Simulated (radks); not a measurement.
Fractional charge and spin in the 5p shell of samarium: the spin-up occupation runs from 2 to 3 and the spin-down occupation from 2 to 3; the fullest corner is Sm+, [Kr] 4d10 4f(up 3, down 3) 5s2 6s(up 0.5, down 0.5) 5p(up 3, down 3). Calculated with a radial shooting solver on a logarithmic mesh with Libxc functionals: scalar-relativistic Kohn-Sham, PBE, spin-polarised, spherical densities, finite nucleus; Fermi nuclear charge, rms radius of each element as measured or else 0.836 A^(1/3) + 0.57 fm. Energy (eV) minus the two flat planes that join the four corners (they meet along the diagonal where the two added fractions sum to one electron); zero is where a piecewise linear energy would lie.

\begin{tabular}{lrrr}
down \ up & 2 & 2.5 & 3 \\ \hline
2 & 0.000 & -1.492 & 0.000 \\
2.5 & -1.492 & 0.214 & -1.374 \\
3 & 0.000 & -1.374 & 0.000 \\
\end{tabular}

Corners above the fullest one (they belong to Sm2+ and the next ion): (up 3, down 2) 34.756 eV, (up 2, down 3) 34.756 eV, (up 2, down 2) 81.851 eV. With half an added electron in each spin the energy lies 0.214 eV from the planes, and with half an added electron in spin up alone -1.492 eV. The planes are only a guide here: the flat-plane condition holds for ground states with one frontier orbital, while this shell lies below other occupied shells, so the corners above the fullest one are inner-hole states and not the ground states of those ions.
